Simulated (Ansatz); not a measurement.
Abridged output of a molecular run in Ansatz:

```
Functional definition: HF
1716 factors; integrals over basis functions are off by at most 8.4e-4 eV
mean field evaluation 1: about -26816.2043 eV, gradient 1.4e1 eV
mean field evaluation 2: about -26816.2069 eV, gradient 1.4e1 eV
mean field evaluation 4: about -26818.0402 eV, gradient 2.3e0 eV
mean field evaluation 8: about -26818.1684 eV, gradient 2.2e-1 eV
mean field -26818.17033247 eV, -985.5495817096 hartree, gradient 2.9e-6 eV, S^2 0.762728; 0 other end points of the search recorded, 0 dependent functions left out
14 core orbitals not correlated: weight in the atoms' cores, before any rotation towards them, 1.000 or more for the frozen orbitals, at most 0.000 for the correlated occupied ones
reference -26818.17033247 eV, -985.5495817096 hartree; 14, 13 occupied and 254, 255 virtual orbitals, 1716 factors
second order -22.73990093 eV of doubles, -0.00000000 eV of singles
cycle   1  -22.21879299 eV  change    5.2e-1 eV  update   1.1e-1
cycle   2  -22.72358707 eV  change   -5.0e-1 eV  update   3.2e-2
cycle   3  -22.82866774 eV  change   -1.1e-1 eV  update   2.2e-2
cycle   4  -22.81091039 eV  change    1.8e-2 eV  update   8.2e-3
cycle   5  -22.80725563 eV  change    3.7e-3 eV  update   4.0e-3
cycle   6  -22.80925723 eV  change   -2.0e-3 eV  update   1.4e-3
cycle   7  -22.80900877 eV  change    2.5e-4 eV  update   5.7e-4
cycle   8  -22.80911906 eV  change   -1.1e-4 eV  update   2.2e-4
cycle   9  -22.80923922 eV  change   -1.2e-4 eV  update   8.8e-5
cycle  10  -22.80917282 eV  change    6.6e-5 eV  update   3.2e-5
cycle  11  -22.80918266 eV  change   -9.8e-6 eV  update   1.6e-5
perturbative correction -0.93590595 eV, -0.0343939091 hartree
Total energy: -26841.91542108 eV, -986.4221976209 hartree
Checks for a lower state left out: cluster_reference
```

Its atoms:

```xyz
5

S    -0.903   -0.863    1.271
In   -0.637    0.476   -0.740
S     1.651    0.960   -1.396
H    -2.245   -0.847    1.209
H     2.134    0.274   -0.344
```

(1) Which basis set was used?
A. def2-SVPD
B. cc-pV(D+d)Z
C. def2-TZVPPD
D. def2-QZVPP

(2) Write the keys of the input that set method, charge and spin (a neutral closed shell needs none for the last two).

Results:

(1) D. It gives 282 functions.

(2) 
```yaml
magnetization: {spin_polarized: true, initial_magnetization: 1}
correlation: {method: ccsd_t}
scf: {omitted_lower_state_checks: [cluster_reference]}
```
